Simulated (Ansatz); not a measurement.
Cost and result up the ladder for BH2(iPr) (C₃H₉B) (13 atoms). Charge 0, multiplicity 1. Geometry: PBE0-D4/def2-SVP.

```xyz
13

B     0.376   -1.372   -0.807
C     0.214    0.025   -0.153
C     0.496    0.133    1.343
C    -0.978    0.869   -0.596
H    -0.111   -1.603   -1.893
H     1.096   -2.207   -0.303
H     1.122    0.422   -0.693
H     1.394   -0.433    1.632
H    -0.348   -0.273    1.924
H     0.634    1.179    1.661
H    -0.862    1.927   -0.307
H    -1.127    0.827   -1.685
H    -1.905    0.505   -0.123
```

Ansatz on 2 threads of Arm Neoverse V2 on a shared host. Times are rough, and most runs start from the orbitals of an earlier one. ωB97M-V/def2-TZVP serves as the yardstick here, not as an exact answer. Differences are given only for rows in sets of like size (and for xTB, whose basis is part of the method), since another set adds its own error. Binding counts from free atoms at the same level (B doublet, C triplet, H doublet; other spins of the atoms weren't run), without zero-point energy or a counterpoise term.

Correlated methods freeze 4 core orbitals. Another isomer (singlet) lies 1.23 eV lower at PBE0-D4/def2-TZVP; other spin states weren't run for this one.

Correlated methods converge slowly with the basis.

```json
{"level": "HF/STO-3G", "functions": "29", "wall time": "0.15 s"}
{"level": "PBE-D4/def2-SVP", "functions": "101", "wall time": "1.1 s"}
{"level": "PBE0-D4/def2-SVP", "functions": "101", "wall time": "1.3 s"}
{"level": "revPBE-D4/def2-TZVP", "functions": "178", "wall time": "1.9 s"}
{"level": "PBE0-D4/def2-TZVP", "functions": "178", "wall time": "2.4 s"}
{"level": "PBE-D4/def2-TZVP (with forces)", "functions": "178", "wall time": "2.4 s"}
{"level": "r2SCAN-D4/def2-TZVP", "functions": "178", "wall time": "3.7 s"}
{"level": "ωB97M-V/def2-TZVP", "functions": "178", "wall time": "8 s"}
{"level": "B97M-V/def2-TZVP", "functions": "178", "wall time": "9 s"}
{"level": "CCSD(T)/def2-TZVP", "functions": "178", "wall time": "41 s"}
```

**Question.** Estimate what each level gives for the binding energy per atom (eV).

**Answer.** 
```
                         level  binding energy per atom (eV)  difference from ωB97M-V/def2-TZVP (eV)
                     HF/STO-3G                          3.91                                       –
               PBE-D4/def2-SVP                          4.00                                       –
              PBE0-D4/def2-SVP                          3.97                                       –
           revPBE-D4/def2-TZVP                          3.89                                   -0.03
             PBE0-D4/def2-TZVP                          3.94                                    0.01
PBE-D4/def2-TZVP (with forces)                          3.97                                    0.04
           r2SCAN-D4/def2-TZVP                          3.93                                    0.00
             ωB97M-V/def2-TZVP                          3.92                                    0.00
              B97M-V/def2-TZVP                          3.92                                    0.00
             CCSD(T)/def2-TZVP                          3.79                                   -0.14
```
